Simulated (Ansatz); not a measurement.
C3H7NOSi can be A, `CO[SiH](C)C#N`, or B, `C=CN([SiH3])C=O`.

Computed with Ansatz on PBE0-D4/def2-TZVP structures; ΔE is electronic, products minus reactants. CBS: MP2 limit from def2 TZ/QZ plus the TZ coupled-cluster correction, frozen cores. Functionals use def2-TZVPP. One conformer a species, not always the lowest.

Task: Which is lower in electronic energy at CCSD(T)/CBS, and by how much? (Best estimate.)

Result: Computed: A, by 140.0 kJ/mol.

Task: Give E(B) − E(A) in kJ/mol with ωB97M-V, CCSD/def2-TZVPP, PBE0-D4, PBE-D4, CCSD(T)/def2-TZVPP, MP2/def2-TZVPP, B2PLYP. (An estimate is asked.)

Result: Ansatz gave: ωB97M-V 133.3, CCSD/def2-TZVPP 147.3, PBE0-D4 106.7, PBE-D4 95.5, CCSD(T)/def2-TZVPP 140.9, MP2/def2-TZVPP 150.0, B2PLYP 135.6. None reverses the order clearly.

Largest T1 diagnostic: 0.015.

From PBE to PBE0 (25 % exact exchange), in def2-TZVPP and without D4, E(B) − E(A) moves by +10.4 kJ/mol. In def2-TZVPP, CCSD(T) changes the Hartree–Fock value by −12.4 kJ/mol (the triples alone add −6.4 kJ/mol) and MP2 by −3.4 kJ/mol.
